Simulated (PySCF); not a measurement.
Geometry:
```
atom   x (Å)   y (Å)   z (Å)
  C1  -1.764   0.881   0.040
  O2  -0.480   0.510   0.518
  C3   0.090  -0.532  -0.158
  F4  -0.603  -1.703   0.062
  C5   1.535  -0.700   0.342
  O6   1.943  -1.607   0.999
  O7   2.273   0.321  -0.080
  H8  -2.475   0.059   0.155
  H9  -2.074   1.726   0.649
 H10  -1.713   1.177  -1.013
 H11   0.087  -0.388  -1.256
 H12   3.181   0.255   0.261
```

Calculated, not measured (PySCF 2.14): couplings computed with B3LYP/pcJ-1 (spin–dipole term only in couplings to heteroatoms), GIAO PBE0/pcSseg-1 shieldings, structure optimised with GFN2-xTB. In vacuum, one conformer, non-relativistic Hamiltonian, equivalent nuclei averaged.

Referencing at the same level of theory: TMS for $^{1}$H.

The spectrum was simulated from the full spin Hamiltonian at 200 MHz with 1.2 Hz Lorentzian lines, from shifts rounded to 0.01 ppm and J to 0.1 Hz, couplings under 1 Hz left out. Exchangeable protons (1H) are left uncoupled and out of the list.

(1) List the maxima of its $^{1}$H spectrum with integrals.

(2) Summarise it as multiplets with assignments.

Answers

(1) 
Maxima in Hz from TMS (height), grouped by integral:
1H: 1145.9 (31), 1074.2 (31)
3H: 771.1 (100), 768.9 (100)

(2) $^{1}$H NMR (200 MHz, computed): δ 6.29 (br s, 1H, H12), 5.55 (d, J = 71.7 Hz, 1H, H11), 3.85 (d, J = 2.2 Hz, 3H, H8/H9/H10). These are first-order names; overlap and second-order distortion can hide them in the list.

The OH or NH signal is concentration- and solvent-dependent in practice; the value given is the gas-phase one. Splittings below 1 Hz are ignored in the labels, and close J values are merged.
